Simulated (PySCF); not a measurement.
Cartesian coordinates in Å; atom numbers follow the order of the lines, from 1:
```xyz
19

C     3.4596   -0.0359    0.1896
C     2.2777   -0.1587   -0.4625
O     2.0578   -0.7387   -1.5689
C     1.0417    0.4951    0.2303
C    -0.0829   -0.5297    0.3455
C    -1.4013    0.0807    0.7549
C    -2.2859    0.7099   -0.2768
C    -2.6964   -0.5763    0.3776
H     3.5462    0.4828    1.1354
H     4.3729   -0.4406   -0.2218
H     0.6983    1.3282   -0.3940
H     1.3069    0.8914    1.2145
H    -0.1753   -1.0108   -0.6313
H     0.2054   -1.2987    1.0703
H    -1.3755    0.5682    1.7256
H    -2.8302    1.6113   -0.0270
H    -1.9587    0.6690   -1.3046
H    -3.5210   -0.5583    1.0785
H    -2.6491   -1.4796   -0.2124
```

Total charge -1.

Geometry: GFN2-xTB; GIAO shifts from PySCF, gas phase, non-relativistic, averaged over equivalent atoms.

At PBE0/pcSseg-1 (191 basis functions, 31 s wall time on 1 thread of an Intel Xeon Platinum 8488C, shared host):
| atoms | δ (ppm) |
| --- | --- |
| C2 | 174.7 |
| C1 | 51.9 |
| C4 | 46.9 |
| C5 | 38.9 |
| C6 | 17.5 |
| C7/C8 | 6.1 |
| O3 | 301.3 |
| H9 | 2.29 |
| H10 | 2.02 |
| H11/H12 | 1.69 |
| H13/H14 | 1.56 |
| H15 | 0.59 |
| H16/H18 | -0.03 |
| H17/H19 | -0.13 |

Chemical shifts δ = σref − σ; 13C (σ = 186.93 ppm) and 1H (σ = 31.72 ppm) vs TMS; 17O (σ = 336.08 ppm) against H2O, all at this level.

Q: Predict the values at KT3/pcSseg-1 on the same geometry.

A: 
```json
{"atoms": "C2", "δ at KT3/pcSseg-1": "159.6", "change": "-15.1"}
{"atoms": "C1", "δ at KT3/pcSseg-1": "44.7", "change": "-7.2"}
{"atoms": "C4", "δ at KT3/pcSseg-1": "45.0", "change": "-1.9"}
{"atoms": "C5", "δ at KT3/pcSseg-1": "40.6", "change": "+1.7"}
{"atoms": "C6", "δ at KT3/pcSseg-1": "18.1", "change": "+0.6"}
{"atoms": "C7/C8", "δ at KT3/pcSseg-1": "6.5", "change": "+0.4"}
{"atoms": "O3", "δ at KT3/pcSseg-1": "290.0", "change": "-11.3"}
{"atoms": "H9", "δ at KT3/pcSseg-1": "2.24", "change": "-0.05"}
{"atoms": "H10", "δ at KT3/pcSseg-1": "1.87", "change": "-0.15"}
{"atoms": "H11/H12", "δ at KT3/pcSseg-1": "1.77", "change": "+0.08"}
{"atoms": "H13/H14", "δ at KT3/pcSseg-1": "1.62", "change": "+0.06"}
{"atoms": "H15", "δ at KT3/pcSseg-1": "0.71", "change": "+0.12"}
{"atoms": "H16/H18", "δ at KT3/pcSseg-1": "0.01", "change": "+0.04"}
{"atoms": "H17/H19", "δ at KT3/pcSseg-1": "-0.16", "change": "-0.03"}
```

δ = σ(ref) − σ, references computed at the same level: 13C (σref 184.72), 1H (σref 31.76) against TMS; H2O for 17O (σref 330.79).

The largest change is at C2 (fully substituted alkene carbon). Cost: 191 basis functions, 39 s wall time on 1 thread of an Intel Xeon Platinum 8488C, shared host. The order of the carbon signals changes between the two levels.

Unscaled 17O shifts of doubly bonded oxygen tend to come out too high, by tens of ppm or more. Experimental scales use liquid or dissolved standards, which lie at an offset from isolated H2O (liquid H2O: subtract about 36 ppm).
